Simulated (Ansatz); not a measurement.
Geometry optimisation of Cs₃I₂.

```yaml
crystal:
  periodic: [false, false, false]
  atoms:
    - {symbol: Cs, position_ang: [-0.087440, -2.002590, 0.852470]}
    - {symbol: Cs, position_ang: [-1.093080, 1.867630, -0.436390]}
    - {symbol: Cs, position_ang: [2.055380, -0.238900, -2.447460]}
    - {symbol: I, position_ang: [2.463620, 0.850100, 0.900660]}
    - {symbol: I, position_ang: [-3.338480, -0.476230, 1.130720]}
basis:
  gaussian: {orbitals: def2-SVP}
magnetization: {spin_polarized: true, initial_magnetization: 1}
hamiltonian: {xc: pbe, dispersion: d4}
scf: {lower_state_search: "off"}
output: {orbitals: {seedname: orbitals}}
relax: {f_tol: 0.02, max_steps: 100}
```

```sh
$ ansatz run in.yaml --threads 4 --pin off --events-out ev --progress --plain --max-ram 4787MiB
```

Output, abridged:

```
Functional definition: PBE
mean field -17852.32908568 eV, -656.0609931554 hartree, gradient 7.4e-6 eV, S^2 0.750187; 0 other end points of the search recorded, 0 dependent functions left out
relax step   1: F+E_penalty+E_count = -17852.49803183 eV  Δ(F+E_penalty+E_count) = +0.000e0 eV  max|allowed force component| = 4.922e-1 eV/Å  Δτ_max = 0.0000 Å  (16 SCF iters, accepted)
mean field -17852.46866966 eV, -656.0661227722 hartree, gradient 8.8e-7 eV, S^2 0.750172; 0 other end points of the search recorded, 0 dependent functions left out
relax step   2: F+E_penalty+E_count = -17852.63852350 eV  Δ(F+E_penalty+E_count) = -1.405e-1 eV  max|allowed force component| = 3.501e-1 eV/Å  Δτ_max = 0.1144 Å  (18 SCF iters, accepted)
mean field -17852.61447747 eV, -656.0714811104 hartree, gradient 7.9e-6 eV, S^2 0.750150; 0 other end points of the search recorded, 0 dependent functions left out
relax step   3: F+E_penalty+E_count = -17852.78501307 eV  Δ(F+E_penalty+E_count) = -1.465e-1 eV  max|allowed force component| = 1.492e-1 eV/Å  Δτ_max = 0.1957 Å  (18 SCF iters, accepted)
mean field -17852.68816294 eV, -656.0741890015 hartree, gradient 8.6e-6 eV, S^2 0.750132; 0 other end points of the search recorded, 0 dependent functions left out
relax step   4: F+E_penalty+E_count = -17852.85966387 eV  Δ(F+E_penalty+E_count) = -7.465e-2 eV  max|allowed force component| = 6.627e-2 eV/Å  Δτ_max = 0.1943 Å  (18 SCF iters, accepted)
mean field -17852.70701112 eV, -656.0748816592 hartree, gradient 9.5e-6 eV, S^2 0.750125; 0 other end points of the search recorded, 0 dependent functions left out
relax step   5: F+E_penalty+E_count = -17852.88064088 eV  Δ(F+E_penalty+E_count) = -2.098e-2 eV  max|allowed force component| = 6.201e-2 eV/Å  Δτ_max = 0.1948 Å  (18 SCF iters, accepted)
mean field -17852.71256063 eV, -656.0750856000 hartree, gradient 2.5e-6 eV, S^2 0.750125; 0 other end points of the search recorded, 0 dependent functions left out
relax step   6: F+E_penalty+E_count = -17852.88459349 eV  Δ(F+E_penalty+E_count) = -3.953e-3 eV  max|allowed force component| = 3.852e-2 eV/Å  Δτ_max = 0.0641 Å  (17 SCF iters, accepted)
mean field -17852.71305621 eV, -656.0751038121 hartree, gradient 1.7e-6 eV, S^2 0.750125; 0 other end points of the search recorded, 0 dependent functions left out
relax step   7: F+E_penalty+E_count = -17852.88521302 eV  Δ(F+E_penalty+E_count) = -6.195e-4 eV  max|allowed force component| = 3.695e-2 eV/Å  Δτ_max = 0.0492 Å  (18 SCF iters, accepted)
mean field -17852.71326471 eV, -656.0751114743 hartree, gradient 9.8e-7 eV, S^2 0.750124; 0 other end points of the search recorded, 0 dependent functions left out
relax step   8: F+E_penalty+E_count = -17852.88599014 eV  Δ(F+E_penalty+E_count) = -7.771e-4 eV  max|allowed force component| = 3.730e-3 eV/Å  Δτ_max = 0.0262 Å  (18 SCF iters, accepted)
Total energy: -17852.88606127 eV, -656.0814616310 hartree
Atom 0 at    -0.109810    -2.314103     1.325956 Å, force     0.000627    -0.000969     0.001010 eV/Å
Atom 1 at    -1.289225     2.347308    -0.144139 Å, force     0.000084     0.002320     0.000183 eV/Å
Atom 2 at     2.636590    -0.280542    -2.896896 Å, force     0.001865    -0.000064    -0.000989 eV/Å
Atom 3 at     1.950348     0.704124     0.635160 Å, force     0.001155    -0.000060    -0.001085 eV/Å
Atom 4 at    -3.187903    -0.456777     1.079918 Å, force    -0.003730    -0.001227     0.000881 eV/Å
Dipole moment:     0.604494     0.076220    -0.303107 e Å
Checks for a lower state left out: stability, starts, cluster_reference, orbital_swaps, neighbouring_geometries, increment
```

Hardware: 4 threads of Arm Neoverse V2 on a shared host. Wall time 26 s.

In the def2 sets Cs, I take a core potential; there is no spin–orbit coupling. The relaxation made no stability test and no search for a lower SCF solution. Another isomer (doublet) lies 0.08 eV lower at PBE0-D4/def2-TZVP; other spin states weren't run for this one.
